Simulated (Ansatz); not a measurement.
Computed with Ansatz on PBE0-D4/def2-TZVP structures; ΔE is electronic, products minus reactants. CBS: MP2 limit from def2 TZ/QZ plus the TZ coupled-cluster correction, frozen cores. This one scheme is used for every species. DFT in def2-TZVPP. B3LYP here is the variant with VWN-RPA as its local correlation; programs differ in this. HSE06 is defined as in plane-wave codes. def2 core potentials past Kr. For Hf outer-core shells are correlated without core-valence functions, which leaves a few kJ/mol of doubt a bond. Each species was taken in one conformer, which may not be the lowest.

Consider the formal exchange of groups at the Hf–F bond: `[CH3][Hf]([OH])([OH])[F]` + CH₄ → `[CH3][Hf]([CH3])([OH])[OH]` + H–F.

(1) Is it downhill or uphill in electronic energy at CCSD(T)/CBS, and by how much? (Best estimate.)

(2) What do these levels give: revPBE-D4, B97M-V, HSE06-D4, BHLYP-D4, CAM-B3LYP-D4, B3LYP, r2SCAN0, HSE06, BHLYP, RPA@PBE/def2-TZVPP, MP2/def2-QZVPP, MP2/CBS(def2)? (Best estimate.)

(3) What do rigid-rotor, harmonic-oscillator terms from PBE0-D4/def2-TZVP frequencies (298.15 K, 1 bar) make of the CCSD(T)/CBS value? (Estimate.)

Largest T1 diagnostic among the species: 0.015.

Answers

(1) Computed: Uphill: ΔE = +55.0 kcal/mol.

(2) The calculation gave: revPBE-D4 56.4, B97M-V 59.5, HSE06-D4 55.8, BHLYP-D4 58.6, CAM-B3LYP-D4 59.6, B3LYP 59.7, r2SCAN0 57.8, HSE06 56.6, BHLYP 59.9, RPA@PBE/def2-TZVPP 55.2, MP2/def2-QZVPP 55.2, MP2/CBS(def2) 55.0 kcal/mol.

(3) The calculation gave: ΔZPE = -2.1 kcal/mol, ΔH = +53.6 kcal/mol, ΔS = 12 J/(mol·K), ΔG = +52.7 kcal/mol.

At CCSD(T), def2-SVP lies +7.4 kcal/mol from the extrapolated value and def2-TZVPP +0.6 kcal/mol. In def2-TZVPP, CCSD(T) changes the Hartree–Fock value by −4.9 kcal/mol (the triples alone add −0.4 kcal/mol) and MP2 by −5.0 kcal/mol.
